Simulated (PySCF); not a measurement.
SMILES O[Si](O)(O)[SiH2][Si](O)(O)O, GFN2-xTB optimised geometry.

```
17

Si    -1.25     0.82     0.00
O     -2.58     1.13     0.91
O     -1.62     1.49    -1.44
O      0.05     1.68     0.54
Si    -0.50    -1.35     0.00
Si     1.79    -1.35     0.00
O      2.35    -0.06     0.85
O      2.58    -2.63     0.63
O      2.19    -1.31    -1.58
H     -2.62     0.86     1.82
H     -2.47     1.32    -1.83
H      0.05     2.63     0.42
H     -1.05    -2.04     1.19
H     -1.11    -2.11    -1.10
H      1.84     0.75     0.79
H      2.72    -2.66     1.57
H      3.09    -1.47    -1.85
```

Density from PBE0/def2-SVP (PySCF) at that geometry.

Minimum of the electron density along straight lines between bonded atoms, close to the bond critical point (lines longer than 1.1 times the sum of covalent radii, or with two minima, are not listed):

```json
[
 {"bond": "Si1–O2", "length / Å": "1.642", "ρ at the minimum / e bohr⁻³": "0.126", "∇²ρ there / e bohr⁻⁵": "1.02", "position (fraction from the first atom)": "0.41"},
 {"bond": "Si1–O3", "length / Å": "1.629", "ρ at the minimum / e bohr⁻³": "0.130", "∇²ρ there / e bohr⁻⁵": "1.08", "position (fraction from the first atom)": "0.41"},
 {"bond": "Si1–O4", "length / Å": "1.644", "ρ at the minimum / e bohr⁻³": "0.125", "∇²ρ there / e bohr⁻⁵": "1.01", "position (fraction from the first atom)": "0.41"},
 {"bond": "Si6–O7", "length / Å": "1.638", "ρ at the minimum / e bohr⁻³": "0.128", "∇²ρ there / e bohr⁻⁵": "1.03", "position (fraction from the first atom)": "0.41"},
 {"bond": "Si6–O8", "length / Å": "1.632", "ρ at the minimum / e bohr⁻³": "0.129", "∇²ρ there / e bohr⁻⁵": "1.06", "position (fraction from the first atom)": "0.41"},
 {"bond": "Si6–O9", "length / Å": "1.626", "ρ at the minimum / e bohr⁻³": "0.131", "∇²ρ there / e bohr⁻⁵": "1.09", "position (fraction from the first atom)": "0.41"},
 {"bond": "O2–H10", "length / Å": "0.951", "ρ at the minimum / e bohr⁻³": "0.359", "∇²ρ there / e bohr⁻⁵": "-2.51", "position (fraction from the first atom)": "0.82"},
 {"bond": "O3–H11", "length / Å": "0.952", "ρ at the minimum / e bohr⁻³": "0.358", "∇²ρ there / e bohr⁻⁵": "-2.50", "position (fraction from the first atom)": "0.82"},
 {"bond": "O4–H12", "length / Å": "0.956", "ρ at the minimum / e bohr⁻³": "0.352", "∇²ρ there / e bohr⁻⁵": "-2.46", "position (fraction from the first atom)": "0.82"},
 {"bond": "Si5–H13", "length / Å": "1.487", "ρ at the minimum / e bohr⁻³": "0.110", "∇²ρ there / e bohr⁻⁵": "0.30", "position (fraction from the first atom)": "0.49"},
 {"bond": "Si5–H14", "length / Å": "1.475", "ρ at the minimum / e bohr⁻³": "0.113", "∇²ρ there / e bohr⁻⁵": "0.31", "position (fraction from the first atom)": "0.49"},
 {"bond": "O7–H15", "length / Å": "0.958", "ρ at the minimum / e bohr⁻³": "0.348", "∇²ρ there / e bohr⁻⁵": "-2.59", "position (fraction from the first atom)": "0.83"},
 {"bond": "O8–H16", "length / Å": "0.952", "ρ at the minimum / e bohr⁻³": "0.358", "∇²ρ there / e bohr⁻⁵": "-2.50", "position (fraction from the first atom)": "0.82"},
 {"bond": "O9–H17", "length / Å": "0.954", "ρ at the minimum / e bohr⁻³": "0.354", "∇²ρ there / e bohr⁻⁵": "-2.45", "position (fraction from the first atom)": "0.82"}
]
```
